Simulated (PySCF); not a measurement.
SnH3Br, SMILES [Br][SnH3]. Atoms are numbered in the order given.

```xyz
5

Sn     0.0000     0.0000    -0.9812
Br     0.0000     0.0000     1.5270
H      1.4164     0.8177    -1.4617
H     -1.4164     0.8177    -1.4617
H      0.0000    -1.6355    -1.4617
```
Charge 0, spin multiplicity 1.

Geometry: B3LYP-D3(BJ)/def2-TZVP. The def2 effective core potentials stand for the cores of Sn; spin–orbit coupling is left out.

The numbers are results of ωB97X/def2-TZVPD (PySCF), not measurements.

Mulliken values depend strongly on the basis, most of all with diffuse functions as here. ESP charges are fitted to the potential on shells at 1.4 to 2.0 van der Waals radii. Atomic charges (e):

```
atom  ESP fit  Mulliken
----  -------  --------
Sn1      0.29      0.64
Br2     -0.22     -0.37
H3      -0.02     -0.09
H4      -0.02     -0.09
H5      -0.02     -0.09
```
